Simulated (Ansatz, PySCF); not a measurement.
C2H6Se, triplet, at the geometry of the source list (a higher spin typed on purpose: for a closed-shell molecule this is an excited state) (in this run its highest filled SCF level lies above zero, so its values depend strongly on the basis, on diffuse functions most of all). Base run: PySCF with REVPBE/STO-3G.

The PySCF input:
```python
from pyscf import gto, scf, dft

mol = gto.Mole()
mol.atom = '''
    C     1.45580000   -0.05290000    0.03390000
    Se    0.05090000    0.47070000   -1.21420000
    C    -1.45680000    0.05700000   -0.04690000
    H     1.40210000   -1.12550000    0.21030000
    H     2.41140000    0.20450000   -0.41870000
    H     1.32730000    0.49560000    0.96530000
    H    -1.37990000   -0.97770000    0.27740000
    H    -2.36800000    0.20320000   -0.61720000
    H    -1.44300000    0.72510000    0.81010000
'''
mol.basis = 'sto-3g'
mol.spin = 2
mol.verbose = 4
mol.build()

mf = dft.UKS(mol)
mf.xc = 'revpbe'
mf.kernel()
```

The same geometry, method and basis name were run in Ansatz (a quantum-chemistry and plane-wave program) and PySCF, at each program's defaults and at the settings that a row names. The base is PySCF at its defaults. Differences at the defaults can come from grids, fitting, cores and function types together.

```tsv
code and settings	ΔE vs base (µEh)	basis functions	E (Eh)	SCF cycles	dipole (D)
PySCF, defaults (exact integrals, its default grid, spherical functions)	0.0	34	-2453.29347	9	0.47
Ansatz, defaults (factorised integrals, its default grid, spherical functions)	2.6	34	-2453.29347	-	-
PySCF, density fitting with def2-universal-jkfit	-2350	34	-2453.29582	9	0.47
PySCF, fine grid	2.5	34	-2453.29347	9	0.47
Ansatz, high accuracy	3.2	34	-2453.29347	-	-
```

Open shells are given as the SCF converged; they aren't shown to be the lowest states, and a large step between rows can be another state.
